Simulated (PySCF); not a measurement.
Geometries of 2 isomers of C6H3F3, from PBE0-D3(BJ)/def2-SVP geometry optimisation, gas phase in PySCF. One conformer each, no zero-point energy, no frequencies.

Task: Which isomer lies lower at this level?
A.
```xyz
12
angstrom
C     -3.148    0.110   -0.378
C     -2.025   -0.498   -0.125
C     -0.893   -1.124    0.139
C      0.372   -0.478    0.174
C      1.466    0.043    0.213
C      2.779    0.690    0.267
F      2.857    1.547    1.287
F      3.752   -0.209    0.420
F      3.029    1.373   -0.850
H     -3.746    0.552    0.427
H     -3.526    0.201   -1.403
H     -0.914   -2.202    0.346
```
B.
```xyz
12
angstrom
F     -0.755    2.556   -0.362
C     -0.416    1.287   -0.184
C     -1.376    0.333    0.127
C     -0.985   -0.992    0.309
C      0.352   -1.364    0.183
C      1.298   -0.396   -0.129
F      2.578   -0.717   -0.256
C      0.927    0.935   -0.316
F      1.835    1.850   -0.615
H     -2.417    0.648    0.222
H     -1.735   -1.747    0.553
H      0.682   -2.394    0.321
```

Result: B. That is `FC1=CC=CC(F)=C1F`, 70.9 kcal/mol below the other.

| SMILES | atoms numbered as above | E (Eh) | relative (kcal/mol) | relative (kJ/mol) | dipole (D) |
| --- | --- | --- | --- | --- | --- |
| Fc1cccc(F)c1F | [F:1][c:2]1[cH:3][cH:4][cH:5][c:6]([F:7])[c:8]1[F:9] | -529.01010 | 0.0 | 0.0 | 2.60 |
| C=C=CC#CC(F)(F)F | [CH2:1]=[C:2]=[CH:3][C:4]#[C:5][C:6]([F:7])([F:8])[F:9] | -528.89711 | 70.9 | 296.7 | 3.62 |

As drawn, the lower has an aromatic ring, which the higher lacks; the higher has a C≡C bond, cumulated double bonds and two fluorines on one carbon, which the lower lacks.
